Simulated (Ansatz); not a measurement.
One change: `[OH][Al]([SiH3])[Br]` becomes `O=[CH][Al]([OH])[SiH3]`.

Ansatz, PBE0-D4/def2-TZVP geometries, multiplicity 1. Each molecule was computed in one conformer, which needn't be the lowest.

Scalar relativity is left out up to krypton. Spin–orbit coupling is left out; it splits and shifts lone-pair levels of the heavy atoms by tenths of an eV.

```tsv
property	`[OH][Al]([SiH3])[Br]`
HOMO–LUMO gap (PBE/def2-TZVPP) / eV	4.83
LUMO energy (B3LYP/def2-TZVPP) / eV	-1.54
HOMO energy (PBE0/def2-TZVPP) / eV	-8.08
LUMO energy (ωB97M-V/def2-TZVPP) / eV	0.32
HOMO energy (PBE/def2-TZVPP) / eV	-6.95
LUMO energy (PBE/def2-TZVPP) / eV	-2.12
```

Problem. What does the change do to each property? (Estimate.)

Solution. Computed: 
```json
{"property": "HOMO–LUMO gap (PBE/def2-TZVPP) / eV", "`O=[CH][Al]([OH])[SiH3]`": "1.99", "shift": "-2.84"}
{"property": "LUMO energy (B3LYP/def2-TZVPP) / eV", "`O=[CH][Al]([OH])[SiH3]`": "-2.47", "shift": "-0.93"}
{"property": "HOMO energy (PBE0/def2-TZVPP) / eV", "`O=[CH][Al]([OH])[SiH3]`": "-6.58", "shift": "1.50"}
{"property": "LUMO energy (ωB97M-V/def2-TZVPP) / eV", "`O=[CH][Al]([OH])[SiH3]`": "-0.28", "shift": "-0.60"}
{"property": "HOMO energy (PBE/def2-TZVPP) / eV", "`O=[CH][Al]([OH])[SiH3]`": "-5.21", "shift": "1.74"}
{"property": "LUMO energy (PBE/def2-TZVPP) / eV", "`O=[CH][Al]([OH])[SiH3]`": "-3.23", "shift": "-1.11"}
```

With PBE0 the HOMO rises by 1.50 eV and the LUMO falls by 0.87 eV, so the gap narrows by about 2.37 eV. PBE moves the HOMO by 1.74 eV and ωB97M-V by 1.29 eV. The zero-point energy changes by 42.4 kJ/mol with +6 modes.

Positive LUMOs are unbound, so they and the gaps depend on the basis.

B3LYP here is the variant with VWN-RPA as its local correlation; programs differ in this.
